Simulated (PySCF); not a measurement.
C3H6BNO, SMILES C#CB(O)NC.

Geometry: PBE0-D3(BJ)/def2-SVP. The structure was generated by enumeration, and PubChem lists no compound with its InChIKey, so it may never have been made. The values are those of a single conformer.

Two levels are set side by side: TDA-PBE/def2-SVPD (PySCF) and TDA-B3LYP/def2-SVPD (PySCF). Vertical, same geometry. The lowest singlet is HOMO→LUMO 93 % with PBE and HOMO−1→LUMO 98 % with the other functional; states are paired by order. Differences are taken from unrounded values.

```csv
quantity,TDA-B3LYP,TDA-PBE,TDA-PBE minus TDA-B3LYP
lowest singlet excitation (eV),5.78,5.44,-0.35
lowest triplet excitation (TDA) (eV),4.69,4.34,-0.35
first bright state (f over 0.05) (eV),5.99,5.44,-0.55
its oscillator strength,0.16,0.16,0.00
```

Functionals without exact exchange tend to place singlet excitations lower, as here. Differences between two approximate levels are no errors against the true value.

Rough cost on one machine, each run with all the roots and properties that it gave: TDA-B3LYP against TDA-PBE within a factor of 2.
